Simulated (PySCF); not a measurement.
**A small calculation by hand: entropy of an ideal gas**

CH₃N₂S, SMILES [NH]C(N)=S (connectivity only; charge and spin as stated), charge -1, multiplicity 1.

The structure is a stationary point at B3LYP-D3(BJ)/def2-SVPD. The multiplicity is an assumed one; other spin states were not compared. The isomer is the one that the SMILES or the coordinates give; other isomers of the formula were not compared. One conformer was computed; it need not be the lowest.

B3LYP-D3(BJ)/def2-SVPD (PySCF) gives the harmonic wavenumbers 376, 423, 478, 518, 675, 696, 800, 1056, 1140, 1328, 1556, 1597, 3531, 3534, 3672 cm⁻¹ and the rotational temperatures 0.5270, 0.2416, 0.1662 K. The molar mass is 75.11 g/mol, the symmetry number 1, the spin multiplicity 1.

Work out the entropy at 298.15 K and 1 atm in the rigid-rotor, harmonic-oscillator model.


Translation (Sackur–Tetrode at 1 atm): S = R[1.5 ln M + 2.5 ln T − 1.16487] = 162.6 J/(mol K).
Rotation: q = (√π/σ) T^1.5/√(θA θB θC) = 62700, S = R[ln q + 3/2] = 104.3 J/(mol K).
Vibration: with u = 1.4388 ν/T, each mode gives R[u/(e^u − 1) − ln(1 − e^−u)]:
| ν (cm⁻¹) | modes | u | S (J/(mol K)) |
|---|---|---|---|
| 376 | 1 | 1.81 | 4.42 |
| 423 | 1 | 2.04 | 3.69 |
| 478 | 1 | 2.31 | 2.99 |
| 518 | 1 | 2.50 | 2.57 |
| 675 | 1 | 3.26 | 1.41 |
| 696 | 1 | 3.36 | 1.30 |
| 800 | 1 | 3.86 | 0.87 |
| 1056 | 1 | 5.10 | 0.31 |
| 1140 | 1 | 5.50 | 0.22 |
| 1328 | 1 | 6.41 | 0.10 |
| 1556 | 1 | 7.51 | 0.04 |
| 1597 | 1 | 7.71 | 0.03 |
The stiffer modes add less than 0.005 each. Sum 18.0 J/(mol K).
Spin: R ln 1 = 0.0 J/(mol K).
Total 284.9 J/(mol K); the program's own thermochemistry gives 284.9. Translation makes up 57 % and vibration 6 %. Anharmonicity, hindered rotation and orbital degeneracy are left out.
